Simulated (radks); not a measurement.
Values are calculated unless marked as measured or tabulated.
Effect of the nuclear size on the iridium ion Ir37+, [Kr] 4d4. Level of theory: Dirac Kohn-Sham, BLYP, spin-unpolarised, spherical densities, finite nucleus; open shells fill j = l - 1/2 first; Fermi nuclear charge, rms radius 5.4032 fm (a radial shooting solver on a logarithmic mesh with Libxc functionals). The rms radius is varied about that value; shifts are against it.

rms radius (fm)	total energy shift (eV)	density at nucleus (e/bohr^3)	1s1/2 shift (meV)	2s1/2 shift (meV)	4s1/2 shift (meV)	4p1/2 shift (meV)	4d3/2 shift (meV)	5s1/2 (empty) shift (meV)	5p1/2 (empty) shift (meV)
4.328	-29.0	1.983e+06	-11700	-1690	-118	-1.87	5.77	-47.7	-1.03
4.8737	-14.8	1.896e+06	-5950	-862	-60.4	-0.956	2.94	-24.3	-0.527
5.4032	0	1.823e+06	0.000	0.000	0.000	0.000	0.000	0.000	0.000
5.6409	6.95	1.793e+06	2790	405	28.4	0.452	-1.38	11.4	0.249
6.1488	22.4	1.736e+06	9020	1310	91.4	1.46	-4.46	36.9	0.806

Slopes of the eigenvalues against <r^2> in GHz/fm^2, as finite differences over the two radii next to the reference (eigenvalue slopes, not the field-shift constants of lines): 1s1/2 262000, 2s1/2 38000, 4s1/2 2660, 4p1/2 42.2, 4d3/2 -130, 5s1/2 (empty) 1070, 5p1/2 (empty) 23.3.
